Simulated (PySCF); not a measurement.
Cost of one run: core-ionisation job, `FB(F)C=S`.

Method: delta-SCF UKS SCAN, pcX-2 on the ionised atom, pcseg-1 elsewhere, spin-free X2C (PySCF 2.14.0). Geometry: PBE0-D3(BJ)/def2-SVP. Work: ΔSCF core ionisation, 5 holes, density fitting. The input is one job of a driver script: a line of settings, then coordinates in Å.

Command:
```bash
OMP_NUM_THREADS=1 python probes_run.py task.json out
```

Input:
```
{"job": {"kind": "xps"}, "charge": 0, "multiplicity": 1}
F      1.288336     1.275834     0.136856
B      0.778484     0.068738     0.153482
F      1.582749    -0.940648     0.421481
C     -0.745959    -0.191608    -0.138227
S     -1.767025     0.985695    -0.571676
H     -1.113229    -1.227544    -0.046635
```

Hardware: Intel Xeon Platinum 8259CL at 2.50 GHz, one thread (shared host). PySCF's memory limit was set to 1760 MB.

How large is the largest of the mixed bases?

121 functions.

What wall time should be expected on this hardware?

About 19 s. The run took 101 SCF cycles in all, 3.8 s a hole on average.

How much memory does it need at the peak?

About 0.37 GiB. Peak memory is the resident size of the whole Python process, interpreter and libraries included.

At this speed, how long would 1000 such jobs take on 16 cores, one job a core?

1000/16 gives 63 rounds of 19 s, about 20 min of wall time and 5.3 core-hours, if the jobs don't slow each other.

Times come from a shared host and carry two figures at best.
